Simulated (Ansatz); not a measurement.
C2H5NOSi, SMILES C(C#N)[SiH2]O.

Coordinates come from a B3LYP-D3(BJ)/def2-SVP optimisation. The structure was generated by enumeration, and PubChem lists no compound with its InChIKey, so it may never have been made. The values are those of a single conformer.

Two levels are set side by side: PBE/def2-SVPD (Ansatz, a program for electronic structure) and PBE0/def2-SVPD (Ansatz). Energy differences of separate SCF runs at the same geometry; the states with an electron removed or added have multiplicity 2 and 2. Differences are taken from unrounded values.

| quantity | PBE0 | PBE | PBE minus PBE0 |
|---|---|---|---|
| vertical ionisation energy (eV) | 11.05 | 10.56 | -0.49 |
| vertical singlet–triplet gap (eV) | 6.35 | 6.28 | -0.07 |
